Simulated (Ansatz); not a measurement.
Program: Ansatz. Geometries: PBE0-D4/def2-TZVP. ΔE: electronic, gas phase. CCSD(T)/CBS adds triple-zeta CCSD(T) − MP2 to the extrapolated MP2 energy (def2 sets, frozen cores). This one scheme is used for every species. DFT in def2-TZVPP. HSE06 is defined as in plane-wave codes. Elements past krypton have def2 core potentials. For Sn outer-core shells are correlated without core-valence functions, which leaves a few kJ/mol of doubt a bond.

`C#[C][SnH2][C]#C` + H–F → `C#[C][SnH2][F]` + `C#C`  (ligand exchange at the Sn–C bond)

(1) Is it downhill or uphill in electronic energy at CCSD(T)/CBS, and by how much? (Estimate.)

(2) What do these levels give: LDA (SPW92), r2SCAN-D4, revPBE, BLYP, r2SCANh, r2SCAN0, HSE06, CAM-B3LYP, LC-ωPBE, HF/def2-QZVPP, SCS-MP2/def2-QZVPP, HF/CBS(def2)? (Best estimate.)

Largest T1 diagnostic among the species: 0.014.

Results:

(1) Computed: Downhill: ΔE = -0.36 eV.

(2) Computed: LDA (SPW92) -0.39, r2SCAN-D4 -0.50, revPBE -0.50, BLYP -0.63, r2SCANh -0.49, r2SCAN0 -0.44, HSE06 -0.41, CAM-B3LYP -0.56, LC-ωPBE -0.48, HF/def2-QZVPP -0.56, SCS-MP2/def2-QZVPP -0.35, HF/CBS(def2) -0.57 eV.

At CCSD(T), def2-SVP lies −0.09 eV from the extrapolated value and def2-TZVPP +0.08 eV. In def2-TZVPP, CCSD(T) changes the Hartree–Fock value by +0.24 eV (the triples alone add +0.03 eV) and MP2 by +0.30 eV.
